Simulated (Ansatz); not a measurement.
dibromo(difluoro)methane (CBr2F2), SMILES FC(F)(Br)Br.

Coordinates come from a PBE0-D3(BJ)/def2-SVP optimisation.

Two levels are set side by side: PBE/def2-SVPD (Ansatz, a program for electronic structure) and PBE0/def2-SVPD (Ansatz). Energy differences of separate SCF runs at the same geometry; the states with an electron removed or added have multiplicity 2 and 2. Differences are taken from unrounded values.

```csv
quantity,PBE
vertical ionisation energy (eV),10.48
vertical singlet–triplet gap (eV),4.50
```

Q: These are the PBE values. What does PBE0 give? (An estimate is asked for; the answer gives what the named calculation found.)

A: 
```csv
quantity,PBE0,PBE minus PBE0
vertical ionisation energy (eV),10.88,-0.40
vertical singlet–triplet gap (eV),4.79,-0.29
```
